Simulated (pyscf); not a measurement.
`[SiH2][CH2][Cl]` [doublet] -> `[SiH3][CH][Cl]` [doublet], a hydrogen shift (doublet surface; C–H broken, H–Si formed). Optimised with ωB97X-D3(BJ)/def2-SVP in PySCF. MP2 and CC: frozen core, UHF for open shells. ΔMP2 is the change of the MP2 total energy from the triple- to the quadruple-zeta basis. Energies in kcal/mol from the reactant's lowest minimum found.

AM1 to PM7: differences of heats of formation from MOPAC, which are fitted to 298 K values and so differ in kind from electronic energies by zero-point and thermal terms. Open shells are spin-unrestricted. 

### Question
Quick AM1 single points give ΔE‡ = 43.6 kcal/mol and ΔE = +7.9 kcal/mol. What does CCSD(T)/def2-TZVPP + ΔMP2(QZVPP) give, and how far is the quick result from it?

### Answer
CCSD(T)/def2-TZVPP + ΔMP2(QZVPP) gives ΔE‡ = 48.4 kcal/mol and ΔE = +4.4 kcal/mol. AM1 lies 4.8 kcal/mol under it in the barrier and 3.5 kcal/mol over it in the reaction energy, so on this step it does not hold to within 3.0 kcal/mol. CCSD(T)/def2-TZVPP + ΔMP2(QZVPP) has limits of its own. The same reactants have a lower exit, to •H₂C–SiH₂–Cl (barrier +19.7 kcal/mol at ωB97M-D3(BJ)/def2-TZVP, against +47.6 kcal/mol here). •H₂Si–CH₂–Cl lies 42.5 kcal/mol over its isomer H₃C–SiH•–Cl (electronic energy, ωB97M-D3(BJ)/def2-TZVP). H₃Si–CH•–Cl lies 45.9 kcal/mol over its isomer H₃C–SiH•–Cl (electronic energy, ωB97M-D3(BJ)/def2-TZVP). This is the saddle that the search found; another between the same sides may lie lower. The CCSD(T) − MP2 part came from Ansatz, without density fitting, on the same reference.
